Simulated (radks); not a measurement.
Problem. Isoelectronic series with 30 electrons, each ion in its NIST ground configuration. Calculated with a radial shooting solver on a logarithmic mesh with Libxc functionals: Dirac Kohn-Sham, PBE, spin-unpolarised, spherical densities, finite nucleus; Fermi nuclear charge, rms radius of each element as measured or else 0.836 A^(1/3) + 0.57 fm. Total energies (hartree) and mean radii <r> (bohr):

| ion | configuration | E (hartree) | 4s1/2 | 3d5/2 | 3d3/2 |
|---|---|---|---|---|---|
| Zn | [Ar] 3d10 4s2 | -1796.07534 | 2.655 | 0.9151 | 0.9064 |
| Ge2+ | [Ar] 3d10 4s2 | -2098.07862 | 1.942 | 0.7337 | 0.7286 |
| As3+ | [Ar] 3d10 4s2 | -2258.89975 | 1.743 | 0.6740 | 0.6695 |
| Se4+ | [Ar] 3d10 4s2 | -2426.26158 | 1.590 | 0.6252 | 0.6212 |
| Br5+ | [Ar] 3d10 4s2 | -2600.17252 | 1.466 | 0.5843 | 0.5805 |
| Kr6+ | [Ar] 3d10 4s2 | -2780.64604 | 1.363 | 0.5492 | 0.5456 |
| Rb7+ | [Ar] 3d10 4s2 | -2967.69983 | 1.275 | 0.5186 | 0.5151 |
| Sr8+ | [Ar] 3d10 4s2 | -3161.35432 | 1.200 | 0.4916 | 0.4882 |
| Zr10+ | [Ar] 3d10 4s2 | -3568.55983 | 1.075 | 0.4460 | 0.4427 |
| Nb11+ | [Ar] 3d10 4s2 | -3782.16251 | 1.022 | 0.4265 | 0.4232 |
| Mo12+ | [Ar] 3d10 4s2 | -4002.46922 | 0.9747 | 0.4087 | 0.4055 |

Estimate the row of Ga+ ([Ar] 3d10 4s2).

Solution. E (hartree) -1943.79897; 4s1/2 2.217; 3d5/2 0.8101; 3d3/2 0.8039.
